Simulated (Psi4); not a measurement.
nickel atom (Ni), triplet. Base run: PBE0/3-21G (Psi4).

Here is a job for Psi4.
```
memory 2 GB

molecule mol {
0 3
  Ni    0.000000    0.000000    0.000000
}

set basis 3-21g
set reference uks

energy('pbe0')
print_variables()
```

Each row names what was changed in the base input (with any setting that the change needs).

```
change                                        ΔE vs base (mEh)  SCF cycles  grid points  basis functions
--------------------------------------------  ----------------  ----------  -----------  ---------------
base                                                     0.000          12        21436               29
dft_radial_scheme = multiexp                             0.015          12        22650               29
dft_pruning_scheme = treutler                          -11.266          12        11518               29
dft_radial_scheme = becke                                0.041          12        18422               29
level_shift = 0.3                                        0.000          10        21436               29
guess = sap                                              0.000          11        21436               29
guess = huckel                                           0.000          11        21436               29
df_basis_scf = def2-universal-jkfit                      0.000          12        21436               29
scf_type = direct                                        0.066          14        21436               29
dft_radial_points = 50                                  -0.647          12        14194               29
dft_spherical_points = 194                              -0.001          12        13768               29
cholesky_tolerance = 1e-6 (with scf_type cd)             0.071          12        21436               29
scf_initial_accelerator = ediis                          0.000          10        21436               29
```

Open shells are given as the SCF converged; they aren't shown to be the lowest states, and a large step between rows can be another state.
